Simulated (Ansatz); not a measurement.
This geometry of C₃H₅BS (10 atoms, charge 0, multiplicity 1) is a first-order saddle point.

These are results of Ansatz 0.2.0, RKS PBE-D4/def2-SVP, not measurements.

```xyz
10
Properties=species:S:1:pos:R:3
B -0.660 1.588 -0.583
C -0.291 0.255 -0.006
C 0.037 -0.914 0.502
S -0.346 -2.292 1.477
C 1.132 -0.387 -0.332
H -1.175 1.660 -1.686
H -0.353 2.616 -0.003
H -1.587 -1.864 1.851
H 1.300 -0.784 -1.355
H 2.027 0.070 0.137
```

**Question.** Which two structures does it join? (They come from a converged band through this point; their orientation in space is the band's.)

**Answer.** No bond is made or broken. The dihedral H7–B1–C2–C5 goes from 0 to 180°. The two ends are copies of one structure, up to a mirror image or an exchange of like atoms.

Initial state:

```xyz
10
Properties=species:S:1:pos:R:3
B -0.784 1.606 -0.375
C 0.054 0.375 -0.112
C 0.108 -0.918 0.247
S -0.615 -2.381 0.734
C 1.429 -0.310 -0.056
H -1.993 1.540 -0.239
H -0.274 2.656 -0.718
H -1.909 -1.935 0.738
H 1.944 -0.592 -0.997
H 2.123 -0.091 0.781
```

Final state:

```xyz
10
Properties=species:S:1:pos:R:3
B -0.783 1.606 -0.375
C 0.054 0.376 -0.112
C 0.107 -0.918 0.247
S -0.615 -2.380 0.734
C 1.429 -0.310 -0.056
H -0.272 2.656 -0.719
H -1.994 1.540 -0.238
H -1.909 -1.935 0.739
H 1.944 -0.593 -0.997
H 2.122 -0.092 0.781
```

**Question.** How far does it lie above each of them?

**Answer.** 6.6 kcal/mol above the first and 6.6 kcal/mol above the second. This is the barrier of this one path; another mechanism may lie lower.

The run took 100 s on 2 threads of Arm Neoverse V1, on a shared host, peak memory 0.13 GiB.
